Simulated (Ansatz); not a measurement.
Calculation: PBE-D3(BJ)/def2-TZVP (Ansatz, a program for electronic structure). No frequencies were computed at this level.

Ansatz 0.2 input:
```yaml
crystal:
  periodic: [false, false, false]
  atoms:
    - { symbol: Cl, position_ang: [-1.886015, -1.099227, -0.054101] }
    - { symbol: In, position_ang: [-0.004533, 0.199634, -0.094367] }
    - { symbol: Cl, position_ang: [1.936563, -1.007892, -0.1176] }
    - { symbol: H, position_ang: [-0.046016, 1.907485, -0.106891] }
basis:
  gaussian: { orbitals: def2-tzvp }
hamiltonian:
  xc: pbe
  dispersion: d3bj
relax:
  max_steps: 150
```

Output:

```
Functional definition: PBE
944 factors; their error is unknown
mean field evaluation 1: about -30226.6451 eV, gradient 2.8e1 eV
mean field evaluation 2: about -30223.6984 eV, gradient 4.7e1 eV
mean field evaluation 4: about -30228.5868 eV, gradient 1.5e0 eV
mean field evaluation 8: about -30228.5862 eV, gradient 1.9e-2 eV
mean field evaluation 16: about -30228.5862 eV, gradient 3.2e-6 eV
mean field -30228.58615498 eV, -1110.8800515240 hartree, gradient 3.2e-6 eV, S^2 0.000000; 0 other end points of the search recorded, 0 dependent functions left out
reference -30228.58620572 eV, -1110.8800533885 hartree; 28, 28 occupied and 102, 102 virtual orbitals, 944 factors
relax step   1: F+E_penalty+E_count = -30228.67201485 eV  Δ(F+E_penalty+E_count) = +0.000e0 eV  max|allowed force component| = 8.011e-1 eV/Å  Δτ_max = 0.0000 Å  (27 SCF iters, accepted)
these checks for a lower state are left out or cut short: starts, cluster_reference, orbital_swaps, neighbouring_geometries, increment
944 factors; their error is unknown
mean field -30228.61962354 eV, -1110.8812814709 hartree, gradient 1.3e-5 eV, S^2 0.000000; 0 other end points of the search recorded, 0 dependent functions left out
reference -30228.61967456 eV, -1110.8812833456 hartree; 28, 28 occupied and 102, 102 virtual orbitals, 944 factors
relax step   2: F+E_penalty+E_count = -30228.70417539 eV  Δ(F+E_penalty+E_count) = -3.216e-2 eV  max|allowed force component| = 3.659e-2 eV/Å  Δτ_max = 0.0380 Å  (29 SCF iters, accepted)
these checks for a lower state are left out or cut short: starts, cluster_reference, orbital_swaps, neighbouring_geometries, increment
944 factors; their error is unknown
mean field -30228.61970916 eV, -1110.8812846171 hartree, gradient 1.1e-5 eV, S^2 0.000000; 0 other end points of the search recorded, 0 dependent functions left out
reference -30228.61976016 eV, -1110.8812864916 hartree; 28, 28 occupied and 102, 102 virtual orbitals, 944 factors
relax step   3: F+E_penalty+E_count = -30228.70448038 eV  Δ(F+E_penalty+E_count) = -3.050e-4 eV  max|allowed force component| = 3.415e-3 eV/Å  Δτ_max = 0.0104 Å  (29 SCF iters, accepted)
944 factors; their error is unknown
mean field evaluation 32: about -30228.6197 eV, gradient 1.2e-5 eV
mean field -30228.61970916 eV, -1110.8812846171 hartree, gradient 1.2e-5 eV, S^2 0.000000; 1 other end points of the search recorded, 0 dependent functions left out
reference -30228.61976016 eV, -1110.8812864916 hartree; 28, 28 occupied and 102, 102 virtual orbitals, 944 factors
Total energy: -30228.70453139 eV, -1110.8844017768 hartree
Atom 0 at    -1.907496    -1.125489    -0.053471 Å, force     0.003415    -0.000020    -0.000053 eV/Å
Atom 1 at    -0.005410     0.226405    -0.094842 Å, force    -0.000378     0.001790    -0.000018 eV/Å
Atom 2 at     1.959375    -1.033040    -0.117706 Å, force    -0.003113    -0.000336     0.000057 eV/Å
Atom 3 at    -0.046469     1.932125    -0.106940 Å, force     0.000077    -0.001434     0.000014 eV/Å
Dipole moment:    -0.012313     0.514906    -0.003649 e Å
```

Cost: around 15 core-seconds (rough).
